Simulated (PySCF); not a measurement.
Vertical excitation energies

Sn(OAc)H3, C₂H₆O₂Sn.
Bonds: Sn1–O2, O2–C3, C3–C4, C3–O5. Hydrogens: H9, H10, H11 on Sn1; H6, H7, H8 on C4.

Computed with TDDFT wB97X-D/def2-SVPD, vertical, gas phase, core orbitals frozen in the response, def2 core potentials past Kr in PySCF. One conformer (not necessarily the lowest) at the PBE0-D3(BJ)/def2-SVP geometry, without solvent, vibrations or thermal averaging. Spin–orbit coupling is left out.

```
state  λ (nm)  E (eV)       f  main configurations (H = HOMO, L = LUMO)
   S1   202.0    6.14  0.0003                               H→L+2 (85%)
   S2   184.5    6.72   0.016                                 H→L (78%)
   S3   172.1    7.20  0.0025                               H-1→L (83%)
   S4   166.5    7.45  0.0088                  H→L+1 (42%), H-2→L (38%)
   S5   164.7    7.53   0.049                  H→L+1 (47%), H-2→L (45%)
   S6   158.5    7.82  0.0001                 H-3→L (75%), H-3→L+1 (8%)
   S7   155.8    7.96  0.0015               H-4→L+2 (74%), H-2→L+2 (8%)
   S8   152.4    8.14   0.117     H-1→L+2 (58%), H→L (8%), H-2→L+1 (8%)
   S9   151.1    8.20   0.049                             H-1→L+1 (86%)
  S10   148.8    8.33   0.148                 H-2→L+1 (70%), H-2→L (9%)
```

Triplets (Tamm–Dancoff): T1 5.72 eV, H→L+2 (83%); T2 6.21 eV, H-1→L+2 (68%), H-3→L+2 (8%); T3 6.42 eV, H→L (74%); T4 6.92 eV, H-1→L (78%).

The lowest singlet lies at 6.14 eV (202 nm, ultraviolet) and is dark (f under 0.0005); its leading configuration is HOMO→LUMO+2 (85%). The most intense listed level is S10 at 8.33 eV (149 nm, f = 0.148), 2.20 eV above S1. It is the last of those listed, so stronger ones may follow. Löwdin shares by element: HOMO oxygen 73%, carbon 6% or more, tin 6%; LUMO tin 50%, hydrogen 20% or more, oxygen 13% or more (atoms not listed hold the other 18%). Of the 10 states listed, 5 reach f = 0.01 and 2 stay under 0.0005. Orbital energies (eV): HOMO-3 -11.43, HOMO-2 -11.17, HOMO-1 -10.83, HOMO -9.98, LUMO 1.01, LUMO+1 1.37, LUMO+2 2.03. The vertical ionisation energy (ΔSCF) is 10.27 eV, 1.94 eV above S10. The window holds the lowest 10 singlets.
